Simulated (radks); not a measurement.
Q: Ag11+, configuration [Ar] 3d10 4s2 4p5 5f1 (not the ground configuration). Calculated with a radial shooting solver on a logarithmic mesh with Libxc functionals: Dirac Kohn-Sham, LDA (Slater exchange, Perdew-Wang correlation), spin-unpolarised, spherical densities, finite nucleus; open shells fill j = l - 1/2 first; Fermi nuclear charge, rms radius 4.5454 fm. Some entries of the table are withheld. Estimate them.

| orbital | occ. | eigenvalue (eV) | <1/r> (bohr^-1) |
|---|---|---|---|
| 1s1/2 | 2 | -25532.92 | 49.38 |
| 2s1/2 | 2 | -3973.393 | 11.38 |
| 2p1/2 | 2 | -3712.684 | 11.37 |
| 2p3/2 | 4 | -3537.568 | 10.68 |
| 3s1/2 | 2 | (1) | 3.996 |
| 3p1/2 | 2 | -820.1063 | (2) |
| 3p3/2 | 4 | -788.8183 | (3) |
| 3d3/2 | 4 | (4) | 3.585 |
| 3d5/2 | 6 | (5) | 3.542 |
| 4s1/2 | 2 | -312.8119 | (6) |
| 4p1/2 | 2 | -276.9083 | (7) |
| 4p3/2 | 3 | -270.0925 | (8) |
| 5f5/2 | 1 | (9) | 0.6057 |
| 5f7/2 | 0 | (10) | 0.6049 |

A: 
(1) 3s1/2 eigenvalue (eV): -923.7786
(2) 3p1/2 <1/r> (bohr^-1): 3.908
(3) 3p3/2 <1/r> (bohr^-1): 3.740
(4) 3d3/2 eigenvalue (eV): -605.2891
(5) 3d5/2 eigenvalue (eV): -598.9259
(6) 4s1/2 <1/r> (bohr^-1): 1.668
(7) 4p1/2 <1/r> (bohr^-1): 1.585
(8) 4p3/2 <1/r> (bohr^-1): 1.539
(9) 5f5/2 eigenvalue (eV): -86.7714
(10) 5f7/2 eigenvalue (eV): -86.7130
